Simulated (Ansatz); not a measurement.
Ansatz (a first-principles code) input (PBE/LANL2DZ): The .json file is the Basis Set Exchange's LANL2DZ.

Ansatz 0.2 input:
```yaml
crystal:
  periodic: [false, false, false]
  atoms:
    - {symbol: B, position_ang: [0.03154051, 0.00000000, -0.86289106]}
    - {symbol: N, position_ang: [-0.04724772, 0.00000000, 0.41798935]}
    - {symbol: H, position_ang: [0.17303150, 0.00000000, 1.38852984]}
basis:
  gaussian:
    orbitals: LANL2DZ.json
hamiltonian:
  xc: {name: PBE}
total_charge: -1
output: {forces: true}
```

From the last part of the output:

```
WARN ansatz: RAYON_NUM_THREADS=1 ignored (pool sized by the plan → 1); use --threads N
Functional definition: PBE
integrals: 0.00 GiB planned
272 factors; integrals over basis functions are off by at most 4.6e-4 eV
mean field: 0.05 GiB planned
mean field evaluation 1: about -2176.0021 eV, gradient 2.4e1 eV
mean field evaluation 2: about -2168.5140 eV, gradient 5.2e1 eV
mean field evaluation 4: about -2178.0144 eV, gradient 3.8e0 eV
mean field evaluation 8: about -2178.0424 eV, gradient 3.6e-2 eV
mean field -2178.04243641 eV, -80.0415832081 hartree, gradient 1.2e-5 eV, S^2 0.000000; 0 other end points of the search recorded, 0 dependent functions left out
the calculation of the forces begins
reference -2178.04246329 eV, -80.0415841958 hartree; 7, 7 occupied and 13, 13 virtual orbitals, 272 factors
Total energy: -2178.04246329 eV, -80.0415841958 hartree
Atom 0 at     0.031541     0.000000    -0.862891 Å, force     0.052852    -0.000000    -3.076050 eV/Å
Atom 1 at    -0.047248     0.000000     0.417989 Å, force    -0.058666     0.000000     2.257506 eV/Å
Atom 2 at     0.173032     0.000000     1.388530 Å, force     0.005814    -0.000000     0.818544 eV/Å
Dipole moment:     0.072664    -0.000000     1.128240 e Å
```

The dipole moment of an ion depends on the origin.
